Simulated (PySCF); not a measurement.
## Broadened absorption spectrum of [C3H12NOSi]+

Species: C3H12NOSi (charge +1).
Structure used (GFN2-xTB), in Å, numbered top down from 1:
```
atom  x, y, z in Å
C1    -1.6004   -0.3155   -1.5520
N2    -0.8141    0.2928   -0.4681
C3    -1.5665    0.3341    0.8000
C4     0.5131   -0.3833   -0.2668
O5     1.2463    0.4137    0.5523
Si6    2.8064    0.1942    1.1219
H7    -2.5424    0.2170   -1.6724
H8    -1.0517   -0.2764   -2.4914
H9    -1.8140   -1.3557   -1.3104
H10   -0.5851    1.2640   -0.7169
H11   -2.4500    0.9603    0.6946
H12   -1.8728   -0.6741    1.0743
H13   -0.9280    0.7410    1.5829
H14    0.3229   -1.3741    0.1693
H15    0.9833   -0.5069   -1.2527
H16    2.8442    1.4139    1.9020
H17    2.8185   -1.0616    1.8651
H18    3.6815    0.1229   -0.0434
```

Method used: PySCF, TDDFT B3LYP/def2-SVPD, vertical, gas phase, core orbitals frozen in the response.

Broadening: Gaussians 0.4 eV wide at half height, area fixed by f = 4.319×10⁻⁹ ∫ε dν̃. The width is an assumption, not a result. The curve ends short of the highest state used, and states not computed would add to its high-energy end.

λ (nm), ε (L mol⁻¹ cm⁻¹) and a bar:
```
    151.3       2148 ##############################
    153.0       2042 #############################
    154.7       1933 ###########################
    156.4       1928 ###########################
    158.1       1864 ##########################
    159.9       1553 ######################
    161.6       1091 ###############
    163.3        658 #########
    165.0        379 #####
    166.7        259 ####
    168.5        241 ###
    170.2        271 ####
    171.9        310 ####
    173.6        330 #####
    175.3        315 ####
    177.1        261 ####
    178.8        190 ###
    180.5        121 ##
    182.2         67 #
    183.9         33 
    185.7         14 
    187.4          5 
    189.1          2 
    190.8          1
```

(1) Where are the band maxima, and which computed states make them?

(2) Coming from long wavelengths, where does ε first pass 100 L mol⁻¹ cm⁻¹?

Answers

(1) 174 nm (7.13 eV), ε about 330, made up of S1 (87%) and S2 (13%); 157 nm (7.92 eV), ε about 1900, made up of S3 (76%) and S4 (15%) (hardly more than a shoulder) (ε in L mol⁻¹ cm⁻¹; maxima over ε = 5, shares over 10%). At its high-energy end, 8.20 eV, the curve is still rising (ε about 2100, from S4 and S5). The states used: S1 7.10 eV (f 0.0044); S2 7.38 eV (f 0.0018); S3 7.84 eV (f 0.025); S4 8.16 eV (f 0.011); S5 8.27 eV (f 0.020); S6 8.60 eV (f 0.0025); S7 8.75 eV (f 0.013); S8 8.80 eV (f 0.0049).

(2) At about 181 nm (6.85 eV), 0.25 eV below S1.

One conformer stands for the species.
